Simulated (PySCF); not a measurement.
# Computed properties of C₂H₈AsB, SMILES CB(C)[AsH2]

C₂H₈AsB, SMILES CB(C)[AsH2]. Geometry: PBE0-D3(BJ)/def2-SVP. This is a generated structure with no PubChem entry under its InChIKey; it may be hypothetical. The values are those of a single conformer. All values are computed for the isolated molecule unless a solvent is named; none is compared with measurement here.

**Structure.** All 30 harmonic modes at PBE0-D3(BJ)/def2-SVP (PySCF) are real, so it is a minimum. With heavy atoms numbered as in [B:1]([AsH2:2])([CH3:5])[CH3:9], the shortest bond between them is B1–C5 at 1.568 Å and the longest B1–As2 at 2.029 Å.

**Vibrations.** The strongest infrared lines (harmonic, unscaled, degenerate partners summed) lie at 1083 cm⁻¹ (114 km/mol, B 48 %, H 36 %, C 15 %), 1323 cm⁻¹ (99 km/mol, H 54 %, C 31 %, B 15 %), 2251 cm⁻¹ (88 km/mol, H 99 %). The softest mode is at 82 cm⁻¹ and the zero-point energy is 58.2 kcal/mol.

**Electronic structure.** M06-2X/def2-TZVP (PySCF) places the frontier levels at -7.95 and -0.06 eV, a gap of 7.89 eV, and gives a dipole moment of 1.31 D and a mean polarisability of 71.0 bohr³. PBE/def2-TZVP (PySCF) at the same geometry gives -5.85 and -1.87 eV, so its gap is 3.91 eV narrower. An orbital gap is neither the optical nor the fundamental gap.

**Excitations.** TDDFT-M06-2X/def2-SVPD (PySCF) has S1 at 4.76 eV (260 nm, f = 0.033, weak); the most intense of the 10 singlets computed lies at 7.18 eV (f = 0.15). T1 (TDA) is at 4.14 eV. TDDFT-PBE/def2-SVPD (PySCF) puts S1 at 4.39 eV. No vertical singlet excitation falls in the visible range (under 3.1 eV).

**NMR.** GIAO shifts at B3LYP/pcSseg-1 (PySCF) (non-relativistic, atoms alike by connectivity averaged): ¹³C at 21.4 ppm against TMS; ¹H from 1.5 to 3.1 ppm against TMS; ¹¹B at 95.1 ppm against BF3.
